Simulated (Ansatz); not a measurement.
Relaxation of C2H7ISiSn (12 atoms, charge 0, multiplicity 1), to a largest force component of 0.015 eV/Å in at most 40 steps.

These are results of RKS B3LYP-D4/def2-SVP (Ansatz), not measurements.

```xyz
12
Properties=species:S:1:pos:R:3
C 1.074 1.229 -0.417
C 0.217 0.242 -0.163
Sn -1.371 -0.091 -1.503
Si 0.325 -0.737 1.329
I 2.421 -2.095 1.319
H 0.879 1.899 -1.316
H 1.870 1.519 0.246
H -2.308 1.449 -1.663
H -0.727 -0.495 -3.137
H -2.405 -1.365 -0.959
H 0.297 0.030 2.526
H -0.813 -1.723 1.363
```

Problem. Where does it end, and by what steps?

Solution. The forces met the threshold. The force dipped under the threshold on the way, but the program's further checks kept it going. After 26 steps the energy has fallen by 0.451 eV; I5 moved furthest, 1.44 Å.

```
step  energy less start (eV)  largest force component (eV/Å)  accepted
   0                  0.0000                           2.204       yes
   1                  0.0241                           2.036        no
   2                 -0.2935                           0.765       yes
   3                 -0.3356                           0.161       yes
   4                 -0.3289                           0.244        no
   5                 -0.3429                           0.067       yes
   6                 -0.3463                           0.051       yes
   7                 -0.3518                           0.047       yes
   8                 -0.3615                           0.181       yes
   9                 -0.3695                           0.259       yes
  10                 -0.3787                           0.350       yes
  11                 -0.3931                           0.305       yes
  12                 -0.4087                           0.421       yes
  13                 -0.4291                           0.209       yes
  14                 -0.4361                           0.050       yes
  15                 -0.4395                           0.119       yes
  16                 -0.4426                           0.076       yes
  17                 -0.4455                           0.029       yes
  18                 -0.4474                           0.124       yes
  19                 -0.4483                           0.065       yes
  20                 -0.4490                           0.100       yes
  21                 -0.4498                           0.035       yes
  22                 -0.4503                           0.028       yes
  23                 -0.4505                           0.030       yes
  24                 -0.4507                           0.031       yes
  25                 -0.4508                           0.011       yes
  26                 -0.4508                           0.011       yes
```

```xyz
12
Properties=species:S:1:pos:R:3
C 0.628 1.611 -0.114
C 0.108 0.371 -0.086
Sn -1.214 -0.262 -1.690
Si 0.525 -0.771 1.325
I 1.575 -2.832 0.418
H 0.400 2.338 -0.905
H 1.319 1.974 0.661
H -1.736 1.177 -2.476
H -0.383 -1.273 -2.799
H -2.554 -1.108 -1.024
H 1.486 -0.137 2.269
H -0.695 -1.225 2.047
```

Time of the run: 64 s on 2 threads of AMD EPYC 9R45 96-Core Processor (Zen 5) (shared host), peak memory 0.46 GiB.
